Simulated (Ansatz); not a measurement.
# How methods differ on SbHF (SMILES [F][SbH])

SbHF: 3 atoms, total charge 0, spin state doublet. As SMILES, `[F][SbH]`. The shape is that of a PBE0-D4/def2-TZVP optimisation.

```xyz
3

F    -0.8262    1.1003   -0.3412
Sb   -0.3238   -0.7513   -0.2559
H     1.1390   -0.4137    0.5838
```

Each level gives the energy change with the Sb2–H3 bond stretched from 1.720 to 4.300 Å (eV). The values are calculated.

```
           level                    kind  program  value (eV)  less FCI/STO-3G
      UHF/STO-3G            Hartree–Fock   Ansatz        2.78            -0.46
 U-r2SCAN/STO-3G                meta-GGA   Ansatz        3.71            +0.47
   UB3LYP/STO-3G           global hybrid   Ansatz        3.82            +0.58
    UPBE0/STO-3G           global hybrid   Ansatz        3.67            +0.43
  U-wB97X/STO-3G  range-separated hybrid   Ansatz        3.72            +0.48
  RPA@PBE/STO-3G                     RPA   Ansatz        3.36            +0.12
UCCSDT(Q)/STO-3G   coupled cluster or CI   Ansatz        3.24             0.00
   UCCSDT/STO-3G   coupled cluster or CI   Ansatz        3.24             0.00
      FCI/STO-3G      exact in the basis   Ansatz        3.24             0.00
```

FCI/STO-3G is exact within its basis and frozen core, so for wave-function methods in that basis the difference is their error; functionals converge differently with the basis, so for them it is only a difference. All-electron rows without a relativistic Hamiltonian named are non-relativistic. The first shape isn't each level's own minimum. The values span 2.78 to 3.82 eV. Spin contamination of the reference (⟨S²⟩ at least 0.1 too high) touches UHF/STO-3G, U-r2SCAN/STO-3G, UB3LYP/STO-3G, UPBE0/STO-3G, U-wB97X/STO-3G, RPA@PBE/STO-3G, UCCSDT(Q)/STO-3G, UCCSDT/STO-3G. All rows use very small basis sets, so none should be taken for the real molecule's value. In the correlated wave-function rows the outer d shell of Sb is correlated, in sets not made for it.
